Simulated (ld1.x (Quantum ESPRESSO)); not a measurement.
Cu (Z = 29): RRKJ pseudisation with PBE, scalar-relativistic reference atom.

ld1.x (Quantum ESPRESSO) 7.5 input, shortened:

```
&input
   title='Cu', zed=29., rel=1, dft='PBE', iswitch=3,
   config='[Ar] 3d10 4s1 4p0'
 /
 &inputp
   pseudotype=2, tm=.false., rho0=0.01, lloc=0,
   nlcc=.false.
 /
3
3P  2  1   6.00   0.00  0.70  0.70  0.0
3D  3  2  10.00   0.00  1.45  1.45  0.0
4S  1  0   1.00   0.00  1.80  1.80  0.0
 &test
   configts(1)='3p6 3d10 4s1 4p0'
 /
```

All-electron outer shells of the reference configuration (PBE, scalar-relativistic, ld1.x):

```
shell  level (eV)  outermost node (bohr)  outermost maximum (bohr)
   2p     -916.98                      –                      0.16
   3s     -114.70                   0.29                      0.61
   3p      -72.14                   0.26                      0.62
   3d       -5.04                      –                      0.60
   4s       -4.61                   0.89                      2.27
   4p       -0.70                   0.97                      3.65
```

Does the generator finish with these settings?

Yes, a potential is produced.

Estimate the cutoffs (Ry, on a coarse ladder) from which the occupation-weighted sum of valence levels, in a spherical-Bessel basis at the reference potential, stays within 10 and 1 mRy of its value at 400 Ry.

300 Ry and over 300 Ry.

Does the potential have ghost states?

No extra level below or beside the all-electron valence levels (p, d, s, f tested).

Which valence shell sets the plane-wave cutoff?

3p: its level needs 300 Ry to come within 1 mRy, against 90 Ry for 3d.

No test is counted, since the test run did not reproduce the reference configuration.
